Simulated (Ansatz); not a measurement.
GaH2Et (C2H7Ga), 10 atoms. Hardware: 2 threads of Intel Xeon 6975P-C on a shared host.

Correlated methods freeze 11 core orbitals; core or outer-core shells of Ga are correlated, in sets that lack core-valence functions.

(1) How many basis functions does each of these Ansatz runs have, and roughly what does it cost? CAM-B3LYP-D4/def2-TZVP, charge 0 singlet, energy, from earlier orbitals; HF/STO-3G, charge 0 singlet, energy; PBE0-D4/def2-TZVP, charge 0 singlet, energy, from earlier orbitals; CCSD(T)/def2-TZVP, charge 0 singlet, energy, from earlier orbitals; PBE-QIDH/def2-TZVP, charge 0 singlet, energy, from earlier orbitals; r2SCANh-D4/def2-TZVP, charge 0 singlet, energy, from earlier orbitals; r2SCAN-D4/def2-SVP, charge 0 singlet, relaxation, 25 steps; PBE-D4/def2-TZVP, charge 0 singlet, energy and forces, from earlier orbitals; r2SCAN-D4/def2-TZVP, charge 0 singlet, energy, from earlier orbitals; RPA@PBE/def2-TZVP, charge 0 singlet, energy, from earlier orbitals; PBE-D4/def2-SVP, charge 0 singlet, energy, from earlier orbitals; PBE0-D4/def2-SVP, charge 0 singlet, energy with a search over starts.

Answers

(1) Other jobs shared the machine, so times can vary by a factor of up to 3. A dash marks memory too small to be measured apart from the calling script's.

```json
{"run": "HF/STO-3G, charge 0 singlet, energy", "functions": "35", "fitting or Cholesky vectors": "415", "wall time": "0.15 s", "peak host memory (GiB)": "–"}
{"run": "PBE-D4/def2-SVP, charge 0 singlet, energy, from earlier orbitals", "functions": "95", "fitting or Cholesky vectors": "1077", "wall time": "0.65 s", "peak host memory (GiB)": "–"}
{"run": "PBE0-D4/def2-SVP, charge 0 singlet, energy with a search over starts", "functions": "95", "fitting or Cholesky vectors": "981", "wall time": "1.2 s", "peak host memory (GiB)": "–"}
{"run": "PBE-D4/def2-TZVP, charge 0 singlet, energy and forces, from earlier orbitals", "functions": "152", "fitting or Cholesky vectors": "1036", "wall time": "1.3 s", "peak host memory (GiB)": "–"}
{"run": "PBE0-D4/def2-TZVP, charge 0 singlet, energy, from earlier orbitals", "functions": "152", "fitting or Cholesky vectors": "1081", "wall time": "1.4 s", "peak host memory (GiB)": "–"}
{"run": "CAM-B3LYP-D4/def2-TZVP, charge 0 singlet, energy, from earlier orbitals", "functions": "152", "fitting or Cholesky vectors": "1071", "wall time": "1.6 s", "peak host memory (GiB)": "–"}
{"run": "r2SCAN-D4/def2-TZVP, charge 0 singlet, energy, from earlier orbitals", "functions": "152", "fitting or Cholesky vectors": "1036", "wall time": "1.9 s", "peak host memory (GiB)": "–"}
{"run": "r2SCANh-D4/def2-TZVP, charge 0 singlet, energy, from earlier orbitals", "functions": "152", "fitting or Cholesky vectors": "1059", "wall time": "2.1 s", "peak host memory (GiB)": "–"}
{"run": "RPA@PBE/def2-TZVP, charge 0 singlet, energy, from earlier orbitals", "functions": "152", "fitting or Cholesky vectors": "1062", "wall time": "2.1 s", "peak host memory (GiB)": "–"}
{"run": "PBE-QIDH/def2-TZVP, charge 0 singlet, energy, from earlier orbitals", "functions": "152", "fitting or Cholesky vectors": "1062", "wall time": "2.2 s", "peak host memory (GiB)": "–"}
{"run": "CCSD(T)/def2-TZVP, charge 0 singlet, energy, from earlier orbitals", "functions": "152", "fitting or Cholesky vectors": "1062", "wall time": "10 s", "peak host memory (GiB)": "1.1"}
{"run": "r2SCAN-D4/def2-SVP, charge 0 singlet, relaxation, 25 steps", "functions": "95", "fitting or Cholesky vectors": "1077", "wall time": "34 s", "peak host memory (GiB)": "–"}
```
